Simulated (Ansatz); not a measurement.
`C/C=[C](\N)[AlH2]`. Charge 0, multiplicity 1.

Z-matrix (Å, degrees):
```
C
C 1 1.495
H 1 1.090 2 111.9
H 1 1.098 2 111.7 3 120.3
H 1 1.097 2 111.4 3 -120.6
C 2 1.352 1 124.0 3 -177.4
H 2 1.085 1 117.8 3 3.5
Al 6 1.937 2 113.8 1 179.7
N 6 1.385 2 121.7 1 -2.4
H 8 1.585 6 117.7 2 3.3
H 8 1.593 6 120.6 2 -175.6
H 9 1.005 6 117.2 2 160.8
H 9 1.009 6 117.7 2 20.4
```

Question: Give the diagnostics of a CCSD(T)/def2-TZVPP run (frozen core, Ansatz 0.2.0). (An estimate is asked.)

Answer: The calculation gave: T1 = 0.0115, largest single amplitude 0.026, largest double 0.066, (T) share of the correlation energy 4.1 %, 10 CCSD cycles. The RHF solution is stable towards an unrestricted one. T1 lies under the customary mark of 0.02 for closed shells.
